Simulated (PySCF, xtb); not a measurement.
GaF2I, SMILES [F][Ga]([F])[I].

Harmonic wavenumbers (cm⁻¹) from xtb 6.7.1 with GFN2-xTB at its own minimum, in rising order: 96, 121, 124, 273, 465, 486.

### Question
What does B3LYP-D3(BJ)/def2-SVP run with PySCF 2.14.0 give at its own minimum? (An estimate is asked for; the answer gives what the named calculation found.)

### Answer
116, 160, 179, 265, 698, 742. Paired by order, the mean absolute difference is 102 cm⁻¹ and the zero-point energies are 2.2 and 3.1 kcal/mol.
